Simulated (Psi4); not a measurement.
C5H7Cl (SMILES C=C[C@@H]1C[C@H]1Cl), singlet, geometry from GFN2-xTB; Psi4 1.11 with R2SCAN/def2-TZVPPD.

Here is a job for Psi4.
```
memory 2 GB

molecule {
0 1
C     2.95772253   -0.42954268   -0.07342269
C     1.72708224   -0.74973650   -0.43636180
C     0.52169538   -0.36106738    0.31171417
C    -0.67918946   -1.27690448    0.34631505
C    -0.73348958   -0.01586386   -0.44510407
Cl   -1.72913004    1.31150210    0.12916395
H     3.15325361    0.14995819    0.81341851
H     3.81641705   -0.73265262   -0.64622478
H     1.55278314   -1.33338550   -1.33094735
H     0.71464881    0.21484339    1.20800801
H    -0.63081895   -2.20889664   -0.19697291
H    -1.24465340   -1.32845061    1.26331902
H    -0.72934604   -0.05826228   -1.52523163
}

set {
  basis def2-tzvppd
}

energy('r2scan')
print_variables()
```

The log (banner, timings and long lists left out):

```
   => Loading Basis Set <=

    Name: DEF2-TZVPPD
    Role: ORBITAL
    Keyword: BASIS

         ---------------------------------------------------------
                                   SCF
               by Justin Turney, Rob Parrish, Andy Simmonett
                          and Daniel G. A. Smith
                              RKS Reference
         ---------------------------------------------------------

  ==> Geometry <==

    Molecular point group: c1
    Full point group: C1

    Geometry (in Angstrom), charge = 0, multiplicity = 1:

       Center              X                  Y                   Z               Mass
    ------------   -----------------  -----------------  -----------------  -----------------
         C            3.038641611475    -0.493508753347    -0.078681544624    12.000000000000
         C            1.808001321475    -0.813702573347    -0.441620654624    12.000000000000
         C            0.602614461475    -0.425033453347     0.306455315376    12.000000000000
         C           -0.598270378525    -1.340870553347     0.341056195376    12.000000000000
         C           -0.652570498525    -0.079829933347    -0.450362924624    12.000000000000
         CL          -1.648210958525     1.247536026653     0.123905095376    34.968852682000
         H            3.234172691475     0.085992116653     0.808159655376     1.007825032230
         H            3.897336131475    -0.796618693347    -0.651483634624     1.007825032230
         H            1.633702221475    -1.397351573347    -1.336206204624     1.007825032230
         H            0.795567891475     0.150877316653     1.202749155376     1.007825032230
         H           -0.549899868525    -2.272862713347    -0.202231764624     1.007825032230
         H           -1.163734318525    -1.392416683347     1.258060165376     1.007825032230
         H           -0.648426958525    -0.122228353347    -1.530490484624     1.007825032230

  Running in c1 symmetry.

  Rotational constants: A =      0.24223  B =      0.04807  C =      0.04320 [cm^-1]
  Rotational constants: A =   7261.95956  B =   1441.14103  C =   1295.22196 [MHz]
  Nuclear repulsion =  266.204965734021528

  Charge       = 0
  Multiplicity = 1
  Electrons    = 54
  Nalpha       = 27
  Nbeta        = 27

  ==> Algorithm <==

  SCF Algorithm Type is DF.
  DIIS enabled.
  MOM disabled.
  Fractional occupation disabled.
  Guess Type is SAD.
  Energy threshold   = 1.00e-06
  Density threshold  = 1.00e-06
  Integral threshold = 1.00e-12

  ==> Primary Basis <==

  Basis Set: DEF2-TZVPPD
    Blend: DEF2-TZVPPD
    Number of shells: 131
    Number of basis functions: 355
    Number of Cartesian functions: 399
    Spherical Harmonics?: true
    Max angular momentum: 3

  ==> DFT Potential <==

   => LibXC <=

    Version 7.1.2
    S. Lehtola, C. Steigemann, M. J. T. Oliveira, and M. A. L. Marques,  SoftwareX 7, 1–5 (2018) (10.1016/j.softx.2017.11.002)

   => Composite Functional: R2SCAN <=

    r2SCAN Meta-GGA XC Functional  (0.1021/acs.jpclett.0c02405)
    J. W. Furness, A. D. Kaplan, J. Ning, J. P. Perdew, J. Sun  J. Phys. Chem. Lett.  11, 8208–8215, 2020

    Deriv               =              1
    GGA                 =           TRUE
    Meta                =           TRUE

    Exchange Hybrid     =          FALSE
    MP2 Hybrid          =          FALSE

   => Exchange Functionals <=

    1.0000   XC_MGGA_X_R2SCAN

   => Correlation Functionals <=

    1.0000   XC_MGGA_C_R2SCAN

   => LibXC Density Thresholds  <==

    XC_MGGA_C_R2SCAN:  1.00E-15
    XC_MGGA_X_R2SCAN:  1.00E-11

   => Molecular Quadrature <=

    Radial Scheme          =       TREUTLER
    Pruning Scheme         =           NONE
    Nuclear Scheme         =       TREUTLER

    Blocking Scheme        =         OCTREE
    BS radius alpha        =              1
    Pruning alpha          =              1
    Radial Points          =             75
    Spherical Points       =            302
    Total Points           =         278377
    Total Blocks           =           2105
    Max Points             =            256
    Max Functions          =            330
    Weights Tolerance      =       1.00E-15

   => Loading Basis Set <=

    Name: (DEF2-TZVPPD AUX)
    Role: JKFIT
    Keyword: DF_BASIS_SCF

  ==> Integral Setup <==

  SCF_SUBTYPE=INCORE selected. In-core MEM_DF algorithm will be used.
  Using in-core AOs.

  ==> MemDFJK: Density-Fitted J/K Matrices <==

    J tasked:                   Yes
    K tasked:                    No
    wK tasked:                   No
    Algorithm:                 Core
    Schwarz Cutoff:           1E-12
    Mask sparsity (%):       5.1577
    Fitting Condition:        1E-10

   => Auxiliary Basis Set <=

  Basis Set: (DEF2-TZVPPD AUX)
    Blend: DEF2-UNIVERSAL-JKFIT
    Number of shells: 205
    Number of basis functions: 629
    Number of Cartesian functions: 740
    Spherical Harmonics?: true
    Max angular momentum: 4

  Minimum eigenvalue in the overlap matrix is 3.5949724585E-06.
  Reciprocal condition number of the overlap matrix is 2.3384181635E-07.
    Using symmetric orthogonalization.

  ==> Pre-Iterations <==

  SCF Guess: Superposition of Atomic Densities via on-the-fly atomic UHF (no occupation information).

   -------------------------
    Irrep   Nso     Nmo
   -------------------------
     A        355     355
   -------------------------
    Total     355     355
   -------------------------

  ==> Iterations <==

                           Total Energy        Delta E     RMS |[F,P]|

   @DF-RKS iter SAD:  -654.42287657757504   -6.54423e+02   0.00000e+00
   @DF-RKS iter   1:  -654.12680889071999    2.96068e-01   3.26477e-03 ADIIS/DIIS
   @DF-RKS iter   2:  -652.63531541407951    1.49149e+00   5.42641e-03 ADIIS/DIIS
   @DF-RKS iter   3:  -654.78564313530694   -2.15033e+00   7.80352e-04 ADIIS/DIIS
   @DF-RKS iter   4:  -654.79025083825672   -4.60770e-03   7.30879e-04 ADIIS/DIIS
   @DF-RKS iter   5:  -654.82315447432507   -3.29036e-02   1.97972e-04 ADIIS/DIIS
   @DF-RKS iter   6:  -654.82572094159741   -2.56647e-03   4.04150e-05 DIIS
   @DF-RKS iter   7:  -654.82581280693671   -9.18653e-05   1.36953e-05 DIIS
   @DF-RKS iter   8:  -654.82582344009825   -1.06332e-05   3.62886e-06 DIIS
   @DF-RKS iter   9:  -654.82582409750432   -6.57406e-07   1.68914e-06 DIIS
   @DF-RKS iter  10:  -654.82582424461407   -1.47110e-07   4.76084e-07 DIIS
  Energy and wave function converged.

  ==> Post-Iterations <==

   Electrons on quadrature grid:
      Ntotal   =   54.0000329913 ; deviation = 3.299e-05

    Orbital Energies [Eh]
    ---------------------

    Doubly Occupied:

[...]
    Virtual:

[...]
     355A     26.690117

    Final Occupation by Irrep:
              A
    DOCC [    27 ]
    NA   [    27 ]
    NB   [    27 ]

  @DF-RKS Final Energy:  -654.82582424461407

   => Energetics <=

    Nuclear Repulsion Energy =            266.2049657340215276
    One-Electron Energy =               -1424.5146052497977962
    Two-Electron Energy =                 561.3812321884970515
    DFT Exchange-Correlation Energy =     -57.8974169173348443
    Empirical Dispersion Energy =           0.0000000000000000
    VV10 Nonlocal Energy =                  0.0000000000000000
    Total Energy =                       -654.8258242446140684

Computation Completed

Properties will be evaluated at   0.000000,   0.000000,   0.000000 [a0]

Properties computed using the SCF density matrix

 Multipole Moments:

 ------------------------------------------------------------------------------------
     Multipole            Electronic (a.u.)      Nuclear  (a.u.)        Total (a.u.)
 ------------------------------------------------------------------------------------

 L = 1.  Multiply by 2.5417464519 to convert [e a0] to [Debye]
 Dipole X            :         -7.9416432            8.2574051            0.3157619
 Dipole Y            :          5.9381343           -6.5274310           -0.5892967
 Dipole Z            :          0.4172592           -0.5366410           -0.1193817
 Magnitude           :                                                    0.6791378

 ------------------------------------------------------------------------------------

  Variable Map:
  ----------------------------------------------------------------------------
[...]
  Array Variable Map:
  ----------------------------------------------------------------------------
[...]
[...]
```
